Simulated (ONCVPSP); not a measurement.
**Ge (Z = 32): one change to an ONCV potential, before and after**

```json
{
  "Element": "germanium",
  "Generator": "ONCVPSP 4.0.1",
  "Type": "optimised norm-conserving Vanderbilt (ONCV)",
  "Functional": "LDA (Perdew-Wang 92)",
  "Relativity": "scalar-relativistic",
  "Frozen core": "[Ar]",
  "Valence charge": "14",
  "Reference configuration": "3d10 4s2 4p2",
  "Partial waves": "4s: rc 1.50 bohr, ncon 4, nbas 7, qcut 4.6 1/bohr, 2 projectors, debl 2.2 Ha; 4p: rc 2.15 bohr, ncon 4, nbas 8, qcut 3.2 1/bohr, 1 projector; 3d: rc 0.85 bohr, ncon 3, nbas 7, qcut 18.6 1/bohr, 2 projectors, debl 1 Ha",
  "Local potential": "polynomial inside 0.80 bohr (lpopt 4, dvloc0 3 Ha)",
  "Core correction": "Teter function, fcfact 3.25, rcfact 1.5"
}
```

In the d channel the program set the typed energies aside and used -1.086, 0.250 Ha.

All-electron outer shells of the reference configuration (LDA (PZ), scalar-relativistic, ld1.x):

```tsv
shell	level (eV)	outermost node (bohr)	outermost maximum (bohr)
3s	-167.73	0.26	0.54
3p	-115.38	0.23	0.54
3d	-29.55	–	0.50
4s	-11.95	0.77	1.73
4p	-4.05	0.82	2.19
```

Change: core correction Teter function, fcfact 3.25, rcfact 1.84.

Cutoffs: the cutoffs (Ha) at which the residual kinetic energy of the hardest occupied pseudo-wave falls to 1 and 0.1 mHa per electron; they do not see the model core or the augmentation charge, which bear on the density cutoff. Errors are all-electron minus pseudo energies relative to the spin-unpolarised reference configuration.

Predict the effect on cutoff, ghosts and configuration errors.

The potential gets neither clearly harder nor softer (134 Ha and 150 Ha → 134 Ha and 150 Ha); both files keep a bound ghost (s); of the 3 tests that both files solve, the error grows in 2 and shrinks in 0 by more than 15 % and 0.3 meV (median size 0.7 → 18.5 meV). A model core, the more so a compact one, raises the density cutoff, which this test does not measure.

| quantity | base | changed |
| --- | --- | --- |
| cutoff, loose | 134 Ha | 134 Ha |
| cutoff, tight | 150 Ha | 150 Ha |
| bound ghosts | s | s |
| GHOST(+) flags under 300 eV | none | none |
| tests with a reliable result | 3 of 4 | 3 of 4 |
| error for 3d10 4s2 4p1, meV [ΔE 7.63 eV] | +0.3 | -0.5 |
| error for 3d10 4s2 4p0, meV [ΔE 23.34 eV] | +0.7 | -19 |
| error for 3d10 4s1 4p0, meV [ΔE 58.56 eV] | -15 | -94 |
| s: phases at 1.52 bohr within 0.05 rad from the reference energy up to (Ha; the scan ends near 5) | to the end of the scan | to the end of the scan |
| p: phases at 2.18 bohr within 0.05 rad from the reference energy up to (Ha; the scan ends near 5) | 0.7 | 0.7 |
| d: phases at 0.86 bohr within 0.05 rad from the reference energy up to (Ha; the scan ends near 5) | to the end of the scan | to the end of the scan |
| rms error of d²Exc/dni dnj with the model core, mHa | 2.45 | 1.45 |

 A true bound ghost makes a file unfit for plane-wave use even where its test errors are small: the radial tests pick states by their node count and pass the ghost by.
